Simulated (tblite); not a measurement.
Record of a relaxation.

Species: C4H8AsBN2.
Atom-mapped SMILES: `[CH3:1][C:2]#[N+:3][B@@H-:4]([AsH2:5])[CH2:6][C:7]#[N:8]` (hydrogens: H9, H10, H11 on C1; H12 on B4; H13, H14 on As5; H15, H16 on C6)
Bond orders are those of one Lewis drawing.

Computed with GFN2-xTB (tblite), gas phase: L-BFGS steps from a force-field or distance-geometry start until the largest atomic force falls under 0.01 eV/Å. 7 of its 195 geometries are shown.

Step 0: E = -598.3422 eV, largest atomic force 1.890 eV/Å
```
atom  x, y, z in Å  |  force x, y, z in eV/Å
C1     -2.930   -1.123   -0.147    0.365   0.844   0.441
C2     -1.594   -0.535   -0.240    0.136   0.037   0.303
N3     -0.522   -0.073   -0.279   -0.437  -0.221  -0.143
B4      0.846    0.541   -0.341   -1.779  -0.016  -0.099
As5     0.765    2.378    0.549    1.449   1.167   0.330
C6      1.868   -0.440    0.402    0.180  -1.323   0.546
C7      2.988   -0.782   -0.455    0.683  -0.105   0.092
N8      3.890   -1.057   -1.123   -1.159   0.339   0.725
H9     -3.069   -1.659    0.825    0.300   0.316  -0.840
H10    -3.057   -1.788   -1.003   -0.133  -0.060   0.197
H11    -3.700   -0.313   -0.181    0.567  -0.540  -0.063
H12     1.105    0.673   -1.469   -0.033   0.212  -0.606
H13    -0.052    2.337    1.894   -0.502  -0.121  -0.904
H14    -0.025    3.311   -0.434   -0.474  -0.688   0.676
H15     1.292   -1.384    0.587    0.653   0.327  -0.008
H16     2.185   -0.077    1.405    0.183  -0.168  -0.648
```

Step 32: E = -599.0804 eV, largest atomic force 0.197 eV/Å
```
atom  x, y, z in Å  |  force x, y, z in eV/Å
C1     -2.857   -1.005   -0.117    0.031  -0.026  -0.033
C2     -1.567   -0.395   -0.183   -0.046  -0.030  -0.033
N3     -0.503    0.045   -0.296    0.116   0.006  -0.035
B4      0.845    0.559   -0.382    0.059   0.002   0.072
As5     0.827    2.458    0.547   -0.040  -0.015  -0.015
C6      1.843   -0.508    0.423    0.005   0.038  -0.056
C7      2.976   -0.808   -0.398    0.098   0.021  -0.043
N8      3.861   -1.036   -1.093   -0.136   0.019   0.141
H9     -2.953   -1.563    0.813    0.012   0.001   0.033
H10    -2.967   -1.694   -0.958   -0.059   0.000   0.015
H11    -3.646   -0.255   -0.161    0.003   0.050  -0.004
H12     1.121    0.688   -1.533   -0.050  -0.001   0.009
H13    -0.190    2.081    1.613    0.014  -0.002   0.009
H14    -0.316    2.992   -0.289   -0.006  -0.024   0.017
H15     1.325   -1.451    0.622    0.011   0.024   0.046
H16     2.191   -0.100    1.382   -0.013  -0.064  -0.123
```

Step 65: E = -599.1052 eV, largest atomic force 0.028 eV/Å
```
atom  x, y, z in Å  |  force x, y, z in eV/Å
C1     -2.855   -0.923   -0.114   -0.007   0.003  -0.001
C2     -1.518   -0.457   -0.307   -0.005  -0.001  -0.002
N3     -0.451   -0.024   -0.420   -0.007   0.001   0.013
B4      0.880    0.539   -0.450   -0.009   0.025   0.008
As5     0.676    2.407    0.528    0.004  -0.002  -0.013
C6      1.882   -0.472    0.404    0.000   0.003   0.000
C7      3.034   -0.819   -0.367   -0.007  -0.003   0.002
N8      3.946   -1.089   -1.006    0.004  -0.008  -0.004
H9     -2.921   -1.427    0.852   -0.003  -0.004  -0.005
H10    -3.135   -1.625   -0.901    0.002   0.001  -0.004
H11    -3.547   -0.080   -0.119   -0.005   0.001  -0.004
H12     1.195    0.712   -1.583    0.006  -0.009   0.009
H13    -0.189    1.869    1.657    0.001   0.001   0.010
H14    -0.594    2.800   -0.194   -0.003  -0.011  -0.001
H15     1.365   -1.398    0.673    0.016  -0.003  -0.004
H16     2.223   -0.006    1.335    0.014   0.007  -0.003
```

Step 97: E = -599.1091 eV, largest atomic force 0.025 eV/Å
```
atom  x, y, z in Å  |  force x, y, z in eV/Å
C1     -2.878   -0.911   -0.151    0.004   0.002  -0.003
C2     -1.522   -0.481   -0.284    0.019   0.016   0.004
N3     -0.445   -0.064   -0.364   -0.005  -0.011   0.004
B4      0.876    0.523   -0.424   -0.004  -0.008  -0.004
As5     0.647    2.413    0.499   -0.005  -0.008   0.010
C6      1.931   -0.435    0.427    0.000   0.000   0.001
C7      3.033   -0.833   -0.392   -0.009  -0.008   0.007
N8      3.906   -1.144   -1.065   -0.007  -0.006  -0.004
H9     -3.004   -1.437    0.796    0.017   0.006  -0.001
H10    -3.145   -1.582   -0.968   -0.008  -0.009  -0.010
H11    -3.541   -0.045   -0.166   -0.010  -0.004   0.003
H12     1.161    0.666   -1.571    0.006   0.006   0.014
H13    -0.107    1.879    1.706    0.001   0.002  -0.007
H14    -0.690    2.714   -0.144    0.003   0.002   0.000
H15     1.436   -1.342    0.787    0.001   0.010  -0.003
H16     2.334    0.087    1.302   -0.003   0.013  -0.012
```

Step 129: E = -599.2036 eV, largest atomic force 0.311 eV/Å
```
atom  x, y, z in Å  |  force x, y, z in eV/Å
C1     -2.654   -1.034   -0.276    0.028   0.004   0.007
C2     -1.347   -0.463   -0.401   -0.107   0.052  -0.003
N3     -0.326    0.077   -0.466    0.011  -0.034   0.023
B4      0.945    0.765   -0.348    0.019  -0.013  -0.040
As5     0.491    2.457    0.811   -0.150   0.071  -0.010
C6      1.999   -0.218    0.452   -0.010  -0.186   0.067
C7      2.438   -1.284   -0.398    0.197  -0.026  -0.031
N8      2.830   -2.094   -1.111   -0.231   0.120   0.170
H9     -2.693   -1.667    0.613    0.057   0.007  -0.034
H10    -2.885   -1.639   -1.152   -0.007  -0.056  -0.041
H11    -3.414   -0.255   -0.176    0.112   0.033  -0.012
H12     1.339    1.118   -1.413   -0.069  -0.082  -0.027
H13    -0.431    1.719    1.762    0.009   0.016   0.070
H14    -0.737    2.806   -0.013    0.081   0.030   0.060
H15     1.549   -0.634    1.370    0.138   0.074  -0.230
H16     2.891    0.354    0.733   -0.076  -0.009   0.030
```

Step 162: E = -599.2532 eV, largest atomic force 0.058 eV/Å
```
atom  x, y, z in Å  |  force x, y, z in eV/Å
C1     -2.545   -1.153   -0.405    0.035  -0.008  -0.013
C2     -1.294   -0.467   -0.415    0.006   0.008   0.006
N3     -0.301    0.123   -0.400    0.024   0.019   0.016
B4      0.942    0.863   -0.293   -0.052   0.026  -0.004
As5     0.497    2.508    0.953    0.012   0.016   0.003
C6      2.076   -0.115    0.406   -0.006  -0.020   0.020
C7      2.118   -1.363   -0.286    0.031  -0.011  -0.001
N8      2.084   -2.354   -0.861   -0.013  -0.009   0.006
H9     -2.559   -1.857    0.427    0.014  -0.021  -0.009
H10    -2.678   -1.703   -1.339   -0.014   0.012   0.029
H11    -3.362   -0.442   -0.278   -0.015   0.012  -0.024
H12     1.253    1.243   -1.376   -0.005  -0.002  -0.014
H13    -0.432    1.752    1.887    0.024  -0.012  -0.010
H14    -0.715    2.929    0.156   -0.009  -0.010   0.004
H15     1.849   -0.314    1.459   -0.017   0.001   0.001
H16     3.059    0.359    0.353   -0.014  -0.001  -0.010
```

Step 194: E = -599.2591 eV, largest atomic force 0.004 eV/Å
```
atom  x, y, z in Å  |  force x, y, z in eV/Å
C1     -2.503   -1.185   -0.448    0.000   0.001  -0.001
C2     -1.285   -0.442   -0.436    0.001  -0.002   0.000
N3     -0.310    0.177   -0.416    0.000  -0.001   0.001
B4      0.937    0.907   -0.314   -0.001   0.001  -0.001
As5     0.533    2.556    0.935   -0.002   0.000   0.001
C6      2.049   -0.095    0.394   -0.001  -0.002   0.001
C7      2.005   -1.380   -0.223    0.003  -0.001  -0.003
N8      1.889   -2.401   -0.733   -0.001   0.002   0.002
H9     -2.480   -1.915    0.362    0.000   0.000  -0.001
H10    -2.608   -1.714   -1.396    0.000   0.001  -0.001
H11    -3.355   -0.520   -0.306   -0.001   0.000   0.003
H12     1.248    1.271   -1.404    0.002   0.000   0.000
H13    -0.244    1.756    1.964    0.001   0.001   0.000
H14    -0.781    2.893    0.266    0.001   0.000  -0.001
H15     1.847   -0.224    1.463   -0.001   0.002   0.000
H16     3.051    0.326    0.283    0.000   0.000  -0.001
```

**Question.** Summarise the path.

**Answer.** The energy falls by 88.47 kJ/mol from step 0 to step 194; nine tenths of that is first reached at step 123. It falls at every step. The largest force goes from 1.890 to 0.004 eV/Å. Among the bonds B4–As5 changes most, from 2.043 to 2.108 Å; the atoms move by 0.997 Å rms after alignment.

**Question.** Follow the three bonds and two angles with the largest change from start to end.

**Answer.** 
```json
{"step": "0", "E above end (kJ/mol)": "88.47", "largest force (eV/Å)": "1.890", "B4–As5 (Å)": "2.043", "As5–H14 (Å)": "1.569", "As5–H13 (Å)": "1.574", "H13–As5–H14 (°)": "106.8", "B4–As5–H13 (°)": "111.7"}
{"step": "8", "E above end (kJ/mol)": "24.05", "largest force (eV/Å)": "0.530", "B4–As5 (Å)": "2.153", "As5–H14 (Å)": "1.509", "As5–H13 (Å)": "1.523", "H13–As5–H14 (°)": "89.0", "B4–As5–H13 (°)": "99.5"}
{"step": "17", "E above end (kJ/mol)": "19.61", "largest force (eV/Å)": "0.158", "B4–As5 (Å)": "2.114", "As5–H14 (Å)": "1.512", "As5–H13 (Å)": "1.524", "H13–As5–H14 (°)": "88.5", "B4–As5–H13 (°)": "96.5"}
{"step": "25", "E above end (kJ/mol)": "18.09", "largest force (eV/Å)": "0.150", "B4–As5 (Å)": "2.105", "As5–H14 (Å)": "1.512", "As5–H13 (Å)": "1.527", "H13–As5–H14 (°)": "88.6", "B4–As5–H13 (°)": "94.9"}
{"step": "34", "E above end (kJ/mol)": "16.91", "largest force (eV/Å)": "0.084", "B4–As5 (Å)": "2.119", "As5–H14 (Å)": "1.515", "As5–H13 (Å)": "1.526", "H13–As5–H14 (°)": "88.0", "B4–As5–H13 (°)": "95.5"}
{"step": "42", "E above end (kJ/mol)": "15.62", "largest force (eV/Å)": "0.133", "B4–As5 (Å)": "2.116", "As5–H14 (Å)": "1.516", "As5–H13 (Å)": "1.523", "H13–As5–H14 (°)": "88.1", "B4–As5–H13 (°)": "96.1"}
{"step": "51", "E above end (kJ/mol)": "15.18", "largest force (eV/Å)": "0.097", "B4–As5 (Å)": "2.114", "As5–H14 (Å)": "1.514", "As5–H13 (Å)": "1.524", "H13–As5–H14 (°)": "88.1", "B4–As5–H13 (°)": "95.7"}
{"step": "59", "E above end (kJ/mol)": "14.93", "largest force (eV/Å)": "0.053", "B4–As5 (Å)": "2.112", "As5–H14 (Å)": "1.513", "As5–H13 (Å)": "1.521", "H13–As5–H14 (°)": "88.4", "B4–As5–H13 (°)": "95.0"}
{"step": "67", "E above end (kJ/mol)": "14.84", "largest force (eV/Å)": "0.037", "B4–As5 (Å)": "2.116", "As5–H14 (Å)": "1.513", "As5–H13 (Å)": "1.521", "H13–As5–H14 (°)": "88.2", "B4–As5–H13 (°)": "94.9"}
{"step": "76", "E above end (kJ/mol)": "14.73", "largest force (eV/Å)": "0.058", "B4–As5 (Å)": "2.118", "As5–H14 (Å)": "1.514", "As5–H13 (Å)": "1.521", "H13–As5–H14 (°)": "88.2", "B4–As5–H13 (°)": "94.8"}
{"step": "84", "E above end (kJ/mol)": "14.58", "largest force (eV/Å)": "0.036", "B4–As5 (Å)": "2.116", "As5–H14 (Å)": "1.516", "As5–H13 (Å)": "1.519", "H13–As5–H14 (°)": "88.4", "B4–As5–H13 (°)": "94.9"}
{"step": "93", "E above end (kJ/mol)": "14.50", "largest force (eV/Å)": "0.022", "B4–As5 (Å)": "2.116", "As5–H14 (Å)": "1.515", "As5–H13 (Å)": "1.519", "H13–As5–H14 (°)": "88.3", "B4–As5–H13 (°)": "95.0"}
{"step": "101", "E above end (kJ/mol)": "14.43", "largest force (eV/Å)": "0.031", "B4–As5 (Å)": "2.115", "As5–H14 (Å)": "1.514", "As5–H13 (Å)": "1.518", "H13–As5–H14 (°)": "88.3", "B4–As5–H13 (°)": "94.7"}
{"step": "110", "E above end (kJ/mol)": "14.00", "largest force (eV/Å)": "0.211", "B4–As5 (Å)": "2.119", "As5–H14 (Å)": "1.510", "As5–H13 (Å)": "1.516", "H13–As5–H14 (°)": "88.3", "B4–As5–H13 (°)": "94.9"}
{"step": "118", "E above end (kJ/mol)": "11.48", "largest force (eV/Å)": "0.362", "B4–As5 (Å)": "2.107", "As5–H14 (Å)": "1.516", "As5–H13 (Å)": "1.529", "H13–As5–H14 (°)": "88.6", "B4–As5–H13 (°)": "97.5"}
{"step": "127", "E above end (kJ/mol)": "6.46", "largest force (eV/Å)": "0.219", "B4–As5 (Å)": "2.095", "As5–H14 (Å)": "1.517", "As5–H13 (Å)": "1.515", "H13–As5–H14 (°)": "88.0", "B4–As5–H13 (°)": "94.7"}
{"step": "135", "E above end (kJ/mol)": "3.48", "largest force (eV/Å)": "0.262", "B4–As5 (Å)": "2.116", "As5–H14 (Å)": "1.510", "As5–H13 (Å)": "1.519", "H13–As5–H14 (°)": "88.7", "B4–As5–H13 (°)": "94.9"}
{"step": "143", "E above end (kJ/mol)": "2.37", "largest force (eV/Å)": "0.180", "B4–As5 (Å)": "2.114", "As5–H14 (Å)": "1.512", "As5–H13 (Å)": "1.517", "H13–As5–H14 (°)": "88.6", "B4–As5–H13 (°)": "95.5"}
{"step": "152", "E above end (kJ/mol)": "1.27", "largest force (eV/Å)": "0.217", "B4–As5 (Å)": "2.105", "As5–H14 (Å)": "1.512", "As5–H13 (Å)": "1.522", "H13–As5–H14 (°)": "88.4", "B4–As5–H13 (°)": "95.8"}
{"step": "160", "E above end (kJ/mol)": "0.66", "largest force (eV/Å)": "0.077", "B4–As5 (Å)": "2.111", "As5–H14 (Å)": "1.511", "As5–H13 (Å)": "1.518", "H13–As5–H14 (°)": "88.2", "B4–As5–H13 (°)": "95.8"}
{"step": "169", "E above end (kJ/mol)": "0.34", "largest force (eV/Å)": "0.036", "B4–As5 (Å)": "2.109", "As5–H14 (Å)": "1.511", "As5–H13 (Å)": "1.518", "H13–As5–H14 (°)": "88.4", "B4–As5–H13 (°)": "95.2"}
{"step": "177", "E above end (kJ/mol)": "0.22", "largest force (eV/Å)": "0.071", "B4–As5 (Å)": "2.109", "As5–H14 (Å)": "1.511", "As5–H13 (Å)": "1.516", "H13–As5–H14 (°)": "88.4", "B4–As5–H13 (°)": "95.0"}
{"step": "186", "E above end (kJ/mol)": "0.08", "largest force (eV/Å)": "0.051", "B4–As5 (Å)": "2.106", "As5–H14 (Å)": "1.511", "As5–H13 (Å)": "1.517", "H13–As5–H14 (°)": "88.6", "B4–As5–H13 (°)": "95.4"}
{"step": "194", "E above end (kJ/mol)": "0.00", "largest force (eV/Å)": "0.004", "B4–As5 (Å)": "2.108", "As5–H14 (Å)": "1.512", "As5–H13 (Å)": "1.517", "H13–As5–H14 (°)": "88.4", "B4–As5–H13 (°)": "95.1"}
```

The cost below is that of the whole relaxation. Time: 2.2 s wall. Hardware: an Arm Neoverse N1 with one thread, on a shared host.
